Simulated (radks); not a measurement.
Values are calculated unless marked as measured or tabulated.
Problem. All-electron atom: Pr5+ in [Xe] (the NIST ground configuration). Level of theory: scalar-relativistic Kohn-Sham, LDA (Slater exchange, Perdew-Wang correlation), spin-unpolarised, spherical densities, finite nucleus; Fermi nuclear charge, rms radius 4.8919 fm (a radial shooting solver on a logarithmic mesh with Libxc functionals). Some entries of the table are withheld. Estimate them.

orbital  occ.  eigenvalue (eV)  <r^2> (bohr^2)
1s          2        -41842.85       0.0007908
2s          2        -6796.347         0.01256
2p          6        -6092.227         0.01002
3s          2        -1528.196         0.08500
3p          6        -1305.127         0.08497
3d         10        -990.8120             (1)
4s          2        -363.0193          0.4305
4p          6        -289.3239          0.4829
4d         10        -183.6068          0.5818
5s          2         -97.7770           2.146
5p          6              (2)           2.673
4f          0         -69.9416          0.9281
5d          0         -49.1627           4.165
6s          0         -39.6306           8.695
6p          0         -32.8654           10.99

Solution. 
(1) 3d <r^2> (bohr^2): 0.07230
(2) 5p eigenvalue (eV): -76.9775
